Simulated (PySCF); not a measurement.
A TDDFT job was run through a driver script with this input:

```
{"job": {"kind": "uv", "xc": "B3LYP", "basis": "def2-SVPD", "nstates": 8, "ntriplets": 3}, "charge": 0, "multiplicity": 1}
C      2.064590    -0.086000     0.778701
N      1.476933    -0.961697    -0.209249
Si     0.161798    -0.488387    -1.209328
N     -1.106682     0.168956    -0.205595
C     -1.814214    -0.782925     0.649957
Al    -1.203876     1.965976    -0.226556
H      2.907002     0.488220     0.378757
H      2.413815    -0.665549     1.636723
H      1.299341     0.617814     1.111620
H      2.147404    -1.621921    -0.572307
H      0.416062     0.656501    -2.121393
H     -0.238104    -1.715864    -1.891899
H     -2.592712    -0.268360     1.215541
H     -2.284686    -1.564969     0.049408
H     -1.133243    -1.262719     1.356278
H     -2.271190     2.689478    -1.073587
H     -0.249233     2.843475     0.621941
```

Its output, with some lines taken out ([cut]):

```
coarse grid: 14368 points
cycle   1  E = -723.8514890240  dE =  2.887e-01  |g| = 6.413e-01  |ddm| = 5.617e+00
cycle   2  E = -723.6705924532  dE =  1.809e-01  |g| = 1.080e+00  |ddm| = 2.347e+00
cycle   3  E = -723.9459829965  dE = -2.754e-01  |g| = 9.967e-02  |ddm| = 1.429e+00
cycle   4  E = -723.9479091768  dE = -1.926e-03  |g| = 5.200e-02  |ddm| = 1.921e-01
cycle   5  E = -723.9484922074  dE = -5.830e-04  |g| = 1.375e-02  |ddm| = 7.732e-02
cycle   6  E = -723.9485315877  dE = -3.938e-05  |g| = 4.030e-03  |ddm| = 2.159e-02
cycle   7  E = -723.9485353831  dE = -3.795e-06  |g| = 4.008e-04  |ddm| = 5.225e-03
final grid: 127312 points
cycle   8  E = -724.0451487593  dE = -3.473e-05  |g| = 5.655e-03  |ddm| = 9.835e-02
cycle   9  E = -724.0451398052  dE =  8.954e-06  |g| = 8.310e-03  |ddm| = 1.760e-02
cycle  10  E = -724.0451566770  dE = -1.687e-05  |g| = 1.111e-03  |ddm| = 1.035e-02
cycle  11  E = -724.0451569414  dE = -2.644e-07  |g| = 1.778e-04  |ddm| = 1.253e-03
cycle  12  E = -724.0451569479  dE = -6.505e-09  |g| = 8.293e-05  |ddm| = 3.982e-04
cycle  13  E = -724.0451569494  dE = -1.481e-09  |g| = 2.867e-05  |ddm| = 1.582e-04
cycle  14  E = -724.0451569495  dE = -1.824e-10  |g| = 4.933e-06  |ddm| = 4.496e-05
converged SCF energy = -724.0451569495

[cut]

Singlet excitations
state   eV       nm        f      main configurations
  1   3.8030    326.0   0.00104   H->L 0.99
  2   4.4638    277.8   0.00806   H-1->L 0.99
  3   5.5022    225.3   0.00475   H->L+1 0.94
  4   5.6666    218.8   0.00143   H-2->L 0.96
[cut]
[cut]
[cut]
[cut]

[cut]
```

Method: PySCF 2.14.0, density-fitted response routines, TDDFT B3LYP/def2-SVPD, vertical, gas phase, core orbitals frozen in the response. One conformer (not necessarily the lowest) at the GFN2-xTB geometry, without solvent, vibrations or thermal averaging. The groups on Al6 and N4 stand twisted against each other at this level; a DFT optimisation may well turn them into one plane, so the geometry is suspect.

Restore the lines that were cut, in order.

```
Static polarisability (au): isotropic 93.747, principal 87.002 93.227 101.013
  5   5.8313    212.6   0.00069   H-1->L+2 0.50, H-1->L+1 0.42
  6   5.9604    208.0   0.02987   H->L+2 0.84
  7   5.9716    207.6   0.00366   H-3->L 0.91
  8   6.0023    206.6   0.02743   H-1->L+1 0.48, H-1->L+2 0.39
Triplet excitations (Tamm-Dancoff, eV): 3.7182 4.4106 5.2356
```

How much of the mean polarisability do the listed states account for?

The sum over states Σ f/ΔE² (ΔE in hartree) gives 1.78 au, 2% of the total; the rest comes from higher roots of the same response equations.

Give the mean polarisability in Å³.

93.75 au × 0.148185 = 13.89 Å³.

What is the total energy of state 3 at this geometry?

-724.04516 + 0.20220 = -723.84296 hartree.

Which species is it?

`CN[SiH2][N](C)[AlH2]` (C2H11AlN2Si), point group C1.

The SCF starts on a coarse grid; the energy jumps when the final grid takes over, and dE counts afresh there. H and L stand for HOMO and LUMO.
